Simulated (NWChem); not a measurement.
Species: iminoborane (BNH₂); SMILES B=N

Computed with NWChem. Medium grid unless said otherwise, to which SCAN and Minnesota functionals are sensitive. The geometry was optimised at PBE0-D3(BJ)/def2-TZVP. Level r2SCAN/def2-TZVP: single points from the atomic guess with DIIS by default; each run changes one setting, and all converged runs end within 0.3 mHa of each other.

Which setting needs the most SCF iterations, or fails (occupation smearing of 0.005 Ha; defaults; DIIS on 3 Fock matrices; DIIS on 20 Fock matrices; level shift of 0.5 Ha throughout)?

level shift of 0.5 Ha throughout, with 14 against 7 for the defaults.
```json
[
 {"setting": "defaults", "SCF iterations": "7"},
 {"setting": "occupation smearing of 0.005 Ha", "SCF iterations": "7"},
 {"setting": "DIIS on 20 Fock matrices", "SCF iterations": "7"},
 {"setting": "DIIS on 3 Fock matrices", "SCF iterations": "9"},
 {"setting": "level shift of 0.5 Ha throughout", "SCF iterations": "14"}
]
```
